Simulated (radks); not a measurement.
Results of a calculation; reference values are marked as such.
Q: All-electron atom: the rhodium ion Rh13+ in [Ar] 3d10 4s2 4p2. Level of theory: Dirac Kohn-Sham, PBEsol, spin-unpolarised, spherical densities, point nucleus; open shells are shared between the two j in proportion to 2j + 1 (a radial shooting solver on a logarithmic mesh with Libxc functionals). Some entries of the table are withheld. Estimate them.

orbital,occ.,eigenvalue (hartree),<1/r> (bohr^-1),r(max) (bohr)
1s1/2,2,-856.5207,47.04,0.02118
2s1/2,2,-133.2582,10.79,0.1199
2p1/2,2,-124.2213,(1),0.09292
2p3/2,4,-118.9044,(2),0.09699
3s1/2,2,-32.17252,3.768,0.3506
3p1/2,2,-28.63478,3.675,0.3369
3p3/2,4,-27.70444,3.532,0.3465
3d3/2,4,-21.45704,3.369,0.2873
3d5/2,6,-21.27121,3.332,0.2901
4s1/2,2,-12.08006,1.596,0.8333
4p1/2,0.666667,-10.85591,1.521,(3)
4p3/2,1.33333,-10.64452,1.483,(4)

A: 
(1) 2p1/2 <1/r> (bohr^-1): 10.77
(2) 2p3/2 <1/r> (bohr^-1): 10.18
(3) 4p1/2 r(max) (bohr): 0.8570
(4) 4p3/2 r(max) (bohr): 0.8749
